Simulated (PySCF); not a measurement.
## Lu+ (lutetium, charge +1) across methods

[Xe] 4f14 6s2, closed-shell 1S. Computed with PySCF 2.14 in cc-pVDZ-X2C (8s7p5d3f1g, 84 functions), with scalar relativity by spin-free X2C-1e.

```csv
method,E (hartree),mean ε 5p (eV),mean ε 4f (eV),mean ε 6s (eV),Σ⟨r²⟩ (bohr²),⟨S²⟩
PBE0,-14562.85,-42.673,-21.600,-11.723,57.13,0.000
TPSS,-14562.68,-40.796,-17.895,-11.060,57.17,0.000
PBE,-14563.09,-40.525,-18.035,-11.123,57.01,0.000
revPBE,-14563.49,-40.489,-17.990,-11.046,57.12,0.000
r2SCAN,-14563.17,-41.588,-18.270,-11.159,57.19,0.000
UHF,-14558.01488,-48.027,-31.548,-12.764,58.50,0.000
LDA,-14553.47,-40.806,-18.340,-11.356,56.69,0.000
```

Problem. Estimate the same row for M06-2X.

Solution. E (hartree) = -14564.48; mean ε 5p (eV) = -45.494; mean ε 4f (eV) = -25.692; mean ε 6s (eV) = -12.284; Σ⟨r²⟩ (bohr²) = 56.90; ⟨S²⟩ = 0.000.

Spin-orbit coupling, which splits the p, d and f shells strongly at this Z, is absent.
